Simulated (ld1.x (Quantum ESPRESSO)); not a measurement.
# Varying the TM semilocal potential for gold (Au)

Base potential:

Au, norm-conserving Troullier–Martins (semilocal form), made with ld1.x (Quantum ESPRESSO) 7.5 (LDA (PZ), scalar-relativistic). Core [Kr] 4d10 4f14 5s2, reference 5p6 5d10 6s0.5 6p0 (charge +0.5). Waves: 6s (bound): rc 1.80 bohr; 5p (bound): rc 1.20 bohr; 5f channel at 0.05 Ry: rc 1.60 bohr; 5d (bound): rc 1.40 bohr. Local part: the d channel. Core correction: a·sin(br)/r model core, default radius (core density twice the valence density).

All-electron outer shells of the reference configuration (LDA (PZ), scalar-relativistic, ld1.x):

```csv
shell,level (eV),outermost node (bohr),outermost maximum (bohr)
5s,-112.91,0.48,0.84
4f,-85.70,–,0.37
5p,-64.22,0.52,0.96
5d,-11.23,0.56,1.21
6s,-9.74,1.11,2.27
6p,-3.74,1.32,3.18
```

Cutoffs, loose and tight: the cutoffs (Ry, on a coarse ladder) from which the occupation-weighted sum of valence levels, in a spherical-Bessel basis at the reference potential, stays within 10 and 1 mRy of its value at 400 Ry. They do not see the model core or the augmentation charge, which bear on the density cutoff. Test errors are all-electron minus pseudo excitation energies from the reference, over the configurations 5p6 5d10 6s1 6p0; 5p6 5d10 6s0 6p0; 5p6 5d9 6s0 6p0; 5p5 5d10 6s1 6p0; 5p6 5d9 6s1 6p0; 5p6 5d10 6s0 6p1; 5p6 5d9 6s2 6p0 (two spin-polarised tests are not counted in the largest error). A dash means not determined; rows that change the core or the reference have their own tests.

A true bound ghost makes a file unfit for plane-wave use even where its test errors are small: the radial tests pick states by their node count and pass the ghost by.

Cutoffs are not given where the Bessel-basis levels miss the radial ones by over 6 mRy, ghosts where they miss by over 20 mRy; a channel whose overlap is not positive is not tested.

In the semilocal form every listed channel keeps its own potential, so the choice of the local channel does not act on these tests. It acts once the file is put into the separable form.

A semilocal file is local in each channel, so a ghost entry of none says nothing of the separable form that plane-wave codes build from it.

On the changes marked as counting shells twice: ld1.x takes every shell without a wave as core, so the model core holds the marked electrons as well and exchange and correlation see them twice. This cancels in the reference configuration, but the file is broken for other ones, and its errors say nothing about a proper core correction.

```csv
change,outcome,"cutoff, loose","cutoff, tight",bound ghosts,largest test error (meV)
base,generated,140 Ry,200 Ry,none,-115
wave 5p (bound): rc 1.20 bohr becomes 5p (bound): rc 1.36 bohr,generated,100 Ry,140 Ry,none,-127
wave 5f channel at 0.05 Ry: rc 1.60 bohr becomes 5f channel at 3.42 Ry: rc 1.60 bohr,generated,140 Ry,200 Ry,none,-115
reference 5p6 5d10 6s0.75 6p0.25 (6p counted twice),generated,140 Ry,200 Ry,none,-169
functional BP86,generated,140 Ry,200 Ry,none,-116
```

Problem. What comes out with this change to the base: all radii but the core radius scaled by about 1.35 (s 2.42, p 1.62, d 1.88, f 2.16 bohr)?

Solution. outcome: generated; cutoff, loose: 50 Ry; cutoff, tight: 80 Ry; bound ghosts: none; largest test error (meV): -191.

Problem. What comes out with this change to the base: wave 6s (bound): rc 1.80 bohr becomes 6s (bound): rc 1.50 bohr?

Solution. outcome: generated; cutoff, loose: 140 Ry; cutoff, tight: 200 Ry; bound ghosts: s; largest test error (meV): +104.

Problem. What comes out with this change to the base: core [Xe], valence charge 25; reference 4f14 5d10 6s0.5 6p0; waves now 6s (bound): rc 1.95 bohr; 6p (bound): rc 2.20 bohr; 5d (bound): rc 1.40 bohr; 4f (bound): rc 0.65 bohr; local potential the f channel; core correction a·sin(br)/r model core inside 0.55 bohr?

Solution. outcome: generated; bound ghosts: not determined; largest test error (meV): -1789.
